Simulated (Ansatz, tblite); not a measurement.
Removing and adding an electron: Cd₇Te₇H₂₀. The state is a singlet with charge 0. Geometry: r2SCAN-D4/def2-SVP. Ansatz, gas phase; energy differences of separate SCF runs; the oxidised species was run as a doublet alone; the reduced species was run as a doublet alone.

```csv
atom,x (Å),y (Å),z (Å)
Cd1,-4.360,0.141,0.194
Cd2,3.478,-1.218,1.877
Cd3,-1.385,2.919,1.707
Cd4,-2.966,-2.673,0.606
Cd5,-1.687,-2.325,-2.668
Cd6,0.578,1.033,-2.915
Cd7,-1.710,3.480,-1.343
Te8,1.064,-2.860,1.282
Te9,-1.507,-0.104,1.651
Te10,-2.394,0.692,-2.188
Te11,2.157,1.150,3.115
Te12,4.125,-0.044,-0.773
Te13,1.060,2.313,-0.250
Te14,1.253,-1.710,-2.269
H15,-5.091,1.581,0.654
H16,-4.404,-1.624,-0.132
H17,4.739,-1.967,2.740
H18,-0.890,3.482,3.218
H19,-3.081,-3.796,1.868
H20,-1.877,-2.679,-0.902
H21,-2.146,-2.752,-4.234
H22,0.941,1.887,-4.333
H23,-2.503,3.310,0.316
H24,-1.447,4.610,-2.562
H25,0.851,-3.145,2.918
H26,2.095,-4.186,1.202
H27,-2.159,-0.189,3.182
H28,-3.168,1.064,-3.615
H29,2.798,0.654,4.593
H30,3.534,2.065,2.870
H31,5.511,0.610,-0.055
H32,5.031,-1.403,-1.151
H33,1.761,3.725,-0.796
H34,1.797,-2.043,-3.807
```

In the def2 sets Cd, Te take a core potential; there is no spin–orbit coupling. The xTB rows come from tblite. Single mean-field runs in def2-TZVP are fitted with def2-universal-jkfit. HOMO above LUMO, or a gap near zero within one spin, warns that the state may not be the lowest or that an electron is smeared out.

(1) Estimate orbital energies and vertical ionisation energies and electron affinities at: GFN1-xTB; GFN2-xTB; PBE-D4/def2-TZVP; r2SCANh-D4/def2-TZVP; PBE0-D4/def2-TZVP.

Answers

(1) 
```csv
level,−HOMO (eV),vertical IE (eV),−LUMO (eV),vertical EA (eV),HOMO–LUMO gap (eV),IE − EA (eV),remarks
GFN1-xTB,9.28,10.85,6.44,4.66,2.84,6.20,–
GFN2-xTB,10.23,11.80,7.20,5.40,3.03,6.41,–
PBE-D4/def2-TZVP,5.71,–,2.65,1.27,3.06,–,"HOMO above zero (-1 doublet), gap within one spin near zero (-1 doublet)"
r2SCANh-D4/def2-TZVP,6.28,7.62,2.27,1.05,4.01,6.58,HOMO above zero (-1 doublet)
PBE0-D4/def2-TZVP,6.63,7.75,1.94,0.99,4.70,6.76,HOMO above zero (-1 doublet)
```

Run but left out: PBE-D4/def2-TZVP (charge +1 doublet: an occupied level 0.00 eV above an empty one).   A HOMO above zero means that the electron is unbound at that level or that self-interaction error raises the level; the energy of removing that electron tells which. Raw xTB energy differences between charge states are shifted by several eV; the methods need an empirical correction for them. Sets without diffuse functions give affinities that are too small.
